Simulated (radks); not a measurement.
All-electron atom: Xe V in [Kr] 4d10 5s1.5 5p2 6s0.5 (fractional occupations, a model configuration).

All-electron calculation, Dirac Kohn-Sham, PBE, spin-unpolarised, spherical densities, finite nucleus; open shells fill j = l - 1/2 first; Fermi nuclear charge, rms radius 4.7859 fm. Program: a radial shooting solver on a logarithmic mesh with Libxc functionals.

Energy parts (hartree):
total: -7445.44346
kinetic: 7909.93744
electron-nucleus: -18013.29820
Hartree: 2843.49677
exchange-correlation: -185.57947

Orbitals (lengths in bohr, moments of r in powers of bohr; <r^-3> diverges for s and p1/2):
| orbital | occ. | eigenvalue (hartree) | <1/r> | <r^4> | <r> | <r^-3> |
|---|---|---|---|---|---|---|
| 1s1/2 | 2 | -1264.006 | 58.11 | 2.435e-06 | 0.02666 | - |
| 2s1/2 | 2 | -198.2199 | 13.59 | 0.0004112 | 0.1142 | - |
| 2p1/2 | 2 | -186.3485 | 13.57 | 0.0002617 | 0.09620 | - |
| 2p3/2 | 4 | -174.4178 | 12.47 | 0.0003164 | 0.1020 | 5570 |
| 3s1/2 | 2 | -42.01538 | 4.859 | 0.01748 | 0.3060 | - |
| 3p1/2 | 2 | -37.07982 | 4.770 | 0.01658 | 0.2961 | - |
| 3p3/2 | 4 | -34.81328 | 4.499 | 0.01918 | 0.3078 | 1082 |
| 3d3/2 | 4 | -26.12782 | 4.356 | 0.01541 | 0.2787 | 174.1 |
| 3d5/2 | 6 | -25.64877 | 4.286 | 0.01613 | 0.2823 | 160.5 |
| 4s1/2 | 2 | -9.07543 | 1.969 | 0.4908 | 0.7159 | - |
| 4p1/2 | 2 | -7.32607 | 1.862 | 0.6013 | 0.7445 | - |
| 4p3/2 | 4 | -6.87252 | 1.774 | 0.6945 | 0.7719 | 217.1 |
| 4d3/2 | 4 | -4.03690 | 1.537 | 1.242 | 0.8625 | 27.47 |
| 4d5/2 | 6 | -3.96287 | 1.516 | 1.301 | 0.8727 | 25.10 |
| 5s1/2 | 1.5 | -2.34078 | 0.7782 | 14.78 | 1.696 | - |
| 5p1/2 | 2 | -1.87021 | 0.6961 | 22.74 | 1.879 | - |
| 5p3/2 | 0 | -1.79911 | 0.6707 | 25.74 | 1.940 | 34.23 |
| 5d3/2 | 0 | -1.13948 | 0.5170 | 72.82 | 2.493 | 3.408 |
| 5d5/2 | 0 | -1.13031 | 0.5125 | 75.15 | 2.514 | 3.145 |
| 6s1/2 | 0.5 | -0.98623 | 0.3785 | 242.7 | 3.466 | - |
| 6p1/2 | 0 | -0.83245 | 0.3410 | 373.2 | 3.855 | - |
| 6p3/2 | 0 | -0.81210 | 0.3325 | 408.0 | 3.944 | 9.900 |

The highest occupied level is 6s1/2 at -26.837 eV. The configuration is held as typed, so some empty levels lie below it. The electron density at the nucleus is 2.716e+05 e/bohr^3. The density falls to 0.001 e/bohr^3 at r = 3.97 bohr.
